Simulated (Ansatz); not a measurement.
Mulliken charges of C₃H₄FInO, SMILES `C#C[O][In]([CH3])[F]` from r2SCAN/def2-TZVPP in Ansatz (PBE0-D4/def2-TZVP geometry).

| atom | x (Å) | y (Å) | z (Å) | charge (e) |
| --- | --- | --- | --- | --- |
| C1 | -1.927 | 1.133 | 2.658 | -0.379 |
| C2 | -1.417 | 0.452 | 1.808 | 0.175 |
| O3 | -0.898 | -0.306 | 0.917 | -0.488 |
| In4 | 0.482 | 0.236 | -0.455 | 0.972 |
| C5 | 1.216 | -1.167 | -1.856 | -0.391 |
| F6 | 0.907 | 2.108 | -0.201 | -0.459 |
| H7 | -2.376 | 1.737 | 3.408 | 0.238 |
| H8 | 0.863 | -0.888 | -2.849 | 0.107 |
| H9 | 2.304 | -1.150 | -1.839 | 0.109 |
| H10 | 0.846 | -2.155 | -1.590 | 0.117 |

Question: By hand: the dipole of these point charges (1 e Å = 4.8032 D).

Answer: Σ q r = (0.374, -0.542, -0.643) e Å, of length 0.920 e Å = 4.42 D.

Question: How does the dipole of the full density compare? (Estimate.)

Answer: Computed: (0.494, -0.618, -0.814) e Å, 5.45 D; the point charges give 0.81 times that, at 3° from its direction.

Point charges leave out the atoms' own dipoles, such as those of lone pairs, and Mulliken's split depends on the basis, so the two needn't agree.
